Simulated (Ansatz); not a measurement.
Relaxation of Cl3F3H2W (9 atoms, charge 0, multiplicity 1), to a largest force component of 0.03 eV/Å in at most 50 steps.

Method: RKS BHLYP-D4/def2-SVP in Ansatz 0.2.0.

```xyz
9
Properties=species:S:1:pos:R:3:forces:R:3
W -0.045 0.161 -0.358 -0.19 -0.08 0.46
H -0.282 0.309 1.324 -0.07 -0.08 -0.60
F 1.550 0.573 -1.180 0.03 0.04 0.02
Cl -0.228 2.429 -0.202 0.00 -0.02 -0.03
F -1.894 0.206 -0.208 0.06 0.04 0.02
F 0.843 -1.263 0.412 0.00 0.07 -0.01
Cl -0.593 -1.251 -2.092 0.00 -0.01 -0.05
Cl 2.178 1.163 2.277 -1.17 -0.37 0.38
H 0.954 0.798 2.632 1.35 0.42 -0.20
```

Task: Where does it end, and by what steps?

Result: The run converged. The force dipped under the threshold on the way, but the program's further checks kept it going. After 32 steps the energy has fallen by 0.191 eV; H9 moved furthest, 1.30 Å.

```
step  energy less start (eV)  largest force component (eV/Å)  accepted
   0                  0.0000                           1.348       yes
   2                 -0.0658                           1.280        no
   4                 -0.1042                           0.490       yes
   6                 -0.1250                           0.097       yes
   8                 -0.1271                           0.400        no
  10                 -0.1316                           0.273       yes
  12                 -0.1356                           0.033       yes
  14                 -0.1210                           0.860        no
  16                 -0.1400                           0.371        no
  18                 -0.1435                           0.127       yes
  20                 -0.1523                           0.112       yes
  22                 -0.1308                           1.441        no
  24                 -0.1718                           0.180       yes
  26                 -0.1770                           0.115       yes
  28                 -0.1869                           0.104       yes
  30                 -0.1613                           0.948        no
  32                 -0.1911                           0.015       yes
```

```xyz
9
Properties=species:S:1:pos:R:3
W -0.158 0.228 -0.345
H -0.745 0.544 1.183
F 1.563 0.635 -0.877
Cl -0.417 2.489 -0.500
F -1.988 0.222 -0.624
F 0.645 -1.002 0.790
Cl -0.278 -1.486 -1.885
Cl 1.814 1.377 2.462
H 2.043 0.118 2.401
```

Whether the end is a true minimum wasn't checked by a vibrational analysis.

The run took 100 s on 4 threads of AMD EPYC 7B13 (Zen 3), on a shared host, peak memory 0.42 GiB.
